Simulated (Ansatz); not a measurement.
Dissociation curve of ammonia borane, SMILES [BH3-][NH3+]. The N2–H8 bond (N2 also carries B, H, H; H8 carries nothing else) is pulled apart rigidly from the PBE0/def2-TZVP optimised geometry.

Level of theory: Ansatz (a program for electronic structure) with CCSD(T) on UHF/cc-pVDZ, frozen core.

### Question
Relative to R = 1.01 Å, what are the energies at R = 0.83, 0.89, 0.96, 1.68 Å?

### Answer
29.7 kcal/mol at 0.83 Å, 12.3 kcal/mol at 0.89 Å, 2.3 kcal/mol at 0.96 Å, 68.1 kcal/mol at 1.68 Å.

The unrestricted determinant behind UCCSD(T) is spin-contaminated at 1.68 to 2.96 Å (<S²> up to 1.0, against 0.00 for a pure singlet).
